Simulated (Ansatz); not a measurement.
Reaction (atomization): `BC[SiH]1CC1` → B• + 3 C• + 9 H• + Si•

Program: Ansatz. Geometries: PBE0-D4/def2-TZVP. ΔE: electronic, gas phase. CCSD(T)/CBS is the MP2 limit (def2-TZVPP, def2-QZVPP) plus CCSD(T) − MP2 in def2-TZVPP, frozen cores. This one scheme is used for every species, atoms too. Functionals use def2-TZVPP. Open shells (•) are unrestricted, without spin–orbit coupling. Spin–orbit coupling would lower the free atoms: a little for B, C, Si. One conformer a species, not always the lowest.

`BC[SiH]1CC1`:

Z-matrix (Å, degrees):
```
Si
C 1 1.887
B 1 2.450 2 38.8
C 1 1.847 2 122.0 3 99.4
C 1 1.871 2 119.7 3 42.2
H 1 1.477 2 115.3 3 -103.0
H 2 1.089 1 110.2 3 -120.9
H 2 1.091 1 105.3 3 118.4
H 3 1.196 1 114.2 2 111.2
H 3 1.199 1 102.1 2 -119.0
H 4 1.085 1 118.6 2 5.3
H 4 1.085 1 118.1 2 148.0
H 5 1.083 1 120.9 2 0.8
H 5 1.085 1 117.1 2 -143.8
```

```csv
level,ΔE (kcal/mol),difference from CCSD(T)/CBS
PBE-D4,1266.3,23.6
BLYP-D4,1238.0,-4.7
ωB97M-V,1251.6,8.9
PBE,1259.3,16.6
r2SCAN,1252.8,10.1
PBE0,1249.1,6.4
r2SCANh,1248.3,5.6
MP2/def2-TZVPP,1228.7,-14.0
HF/def2-QZVPP,947.4,-295.3
MP2/def2-QZVPP,1244.5,1.8
CCSD(T)/CBS,1242.7,0
```

**Question.** What do rigid-rotor, harmonic-oscillator terms from PBE0-D4/def2-TZVP frequencies (298.15 K, 1 bar) make of the CCSD(T)/CBS value? (Best estimate.)

**Answer.** Ansatz gave: ΔZPE = -69.2 kcal/mol, ΔH = +1189.2 kcal/mol, ΔS = 1491 J/(mol·K), ΔG = +1083.0 kcal/mol. Open shells count their whole term as degenerate.

Largest T1 diagnostic among the species: 0.014.

From r2SCAN to r2SCAN0 (25 % exact exchange), in def2-TZVPP and without D4, ΔE moves by −10.8 kcal/mol: exact exchange takes away binding that semilocal exchange gives to molecules. The D4 term adds +11.2 kcal/mol with B3LYP and +5.9 kcal/mol with PBE0; it sums over pairs of atoms, weighted by their polarisabilities, and B3LYP, whose exchange is more repulsive, gets the larger term. In def2-TZVPP, CCSD(T) changes the Hartree–Fock value by +269.8 kcal/mol (the triples alone add +15.5 kcal/mol) and MP2 by +282.6 kcal/mol; breaking electron pairs costs correlation energy, which Hartree–Fock lacks.

B3LYP here is the variant with VWN-RPA as its local correlation; programs differ in this.

For atomizations the MP2-based limit and the directly extrapolated one differ by several kJ/mol either way, and by 10 to 25 for some Ge, Se and Sn compounds, so smaller differences from it don't rank the levels.
